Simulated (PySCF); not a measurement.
GeH5NO, SMILES [NH2][GeH2][OH]. The structure is a stationary point at B3LYP-D3(BJ)/def2-SVP. One conformer was computed; it need not be the lowest.

All values below come from PySCF with B3LYP-D3(BJ)/def2-SVP.

Harmonic wavenumbers (cm⁻¹): 81, 229, 232, 509, 554, 682, 702, 710, 803, 868, 892, 922, 1553, 2125, 2126, 3528, 3619, 3833. Rotational constants (GHz): 14.56, 6.306, 4.793; symmetry number 1.

**Question.** Work out the zero-point energy and the ideal-gas rigid-rotor harmonic-oscillator thermochemistry at 298.15 K and 1 atm.

**Answer.** ZPE = ½ Σ hcν = ½ × 23967 cm⁻¹ = 143.35 kJ/mol. H − E(el) = 160.61 kJ/mol. Entropy in J/(mol K): translation 167.10, rotation 100.86, vibration 43.39, total 311.35. G − E(el) = 67.78 kJ/mol. Cp = 86.23 J/(mol K). Modes under 150 cm⁻¹ make the vibrational entropy uncertain.
